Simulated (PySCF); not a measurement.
C3H5BN2, SMILES C1N=CB(C=1)N.

The structure is a stationary point at PBE-D3(BJ)/def2-SVP. This is a generated structure with no PubChem entry under its InChIKey; it may be hypothetical. Other conformers were not sampled.

Computed with TDA-PBE/def2-SVPD (PySCF).

Vertical excitations.  State labels are in the subgroup Cs.

Give excitation energies, oscillator strengths and character. (The exact figures need the calculation; the answer reports its results.)


| state | symmetry | energy (eV) | λ (nm) | f | main pairs |
|---|---|---|---|---|---|
| S1 | A" | 2.56 | 484 | 0.000 | HOMO→LUMO 99 % |
| S2 | A' | 3.33 | 372 | 0.029 | HOMO−1→LUMO 95 % |
| S3 | A" | 4.81 | 258 | 0.000 | HOMO−3→LUMO 100 % |
| S4 | A' | 5.08 | 244 | 0.001 | HOMO→LUMO+1 99 % |
| S5 | A" | 5.27 | 235 | 0.000 | HOMO−1→LUMO+1 100 % |
| S6 | A' | 5.53 | 224 | 0.179 | HOMO−2→LUMO 82 % |
| S7 | A" | 5.91 | 210 | 0.000 | HOMO−4→LUMO 99 % |
| S8 | A" | 6.24 | 199 | 0.003 | HOMO→LUMO+2 96 % |
| S9 | A' | 6.26 | 198 | 0.048 | HOMO−5→LUMO 56 %, HOMO−1→LUMO+2 33 % |
| S10 | A' | 6.43 | 193 | 0.002 | HOMO→LUMO+3 99 % |
| T1 | A' | 2.02 | 613 | 0 | HOMO−1→LUMO 99 % |
| T2 | A" | 2.08 | 597 | 0 | HOMO→LUMO 100 % |
| T3 | A' | 3.97 | 312 | 0 | HOMO−2→LUMO 98 % |
| T4 | A" | 4.39 | 282 | 0 | HOMO−3→LUMO 100 % |
Triplets are in the Tamm–Dancoff approximation.
